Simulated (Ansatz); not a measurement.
Consider the formal exchange of groups at the Al–C bond: `O=[C]([AlH2])O[SiH3]` + `[CH3][SnH2][CH3]` → `[CH3][SnH2][CH2][AlH2]` + `O=CO[SiH3]`.

Computed with Ansatz on PBE0-D4/def2-TZVP structures; ΔE is electronic, products minus reactants. CCSD(T)/CBS adds triple-zeta CCSD(T) − MP2 to the extrapolated MP2 energy (def2 sets, frozen cores). DFT in def2-TZVPP. B3LYP here is the variant with VWN-RPA as its local correlation; programs differ in this. Elements past krypton have def2 core potentials. For Sn outer-core shells are correlated without core-valence functions, which leaves a few kJ/mol of doubt a bond. One conformer a species, not always the lowest.

| level | ΔE (kcal/mol) | difference from CCSD(T)/CBS |
| --- | --- | --- |
| PBE-D4 | -4.7 | 1.0 |
| B3LYP-D4 | -4.1 | 1.6 |
| ωB97X-V | -4.6 | 1.1 |
| B2PLYP | -4.3 | 1.4 |
| PBE | -4.4 | 1.3 |
| r2SCAN | -5.6 | 0.1 |
| HF/def2-TZVPP | -5.2 | 0.5 |
| MP2/def2-TZVPP | -6.2 | -0.5 |
| SCS-MP2/def2-TZVPP | -5.4 | 0.3 |
| CCSD/def2-TZVPP | -5.3 | 0.4 |
| CCSD(T)/def2-TZVPP | -5.3 | 0.4 |
| HF/def2-QZVPP | -5.2 | 0.5 |
| MP2/def2-QZVPP | -6.4 | -0.7 |
| HF/CBS(def2) | -5.2 | 0.5 |
| MP2/CBS(def2) | -6.6 | -0.9 |
| CCSD/CBS(def2) | -5.8 | -0.1 |
| CCSD(T)/CBS | -5.7 | 0 |

Largest T1 diagnostic among the species: 0.016.

From PBE to PBE0 (25 % exact exchange), in def2-TZVPP and without D4, ΔE moves by −1.1 kcal/mol.
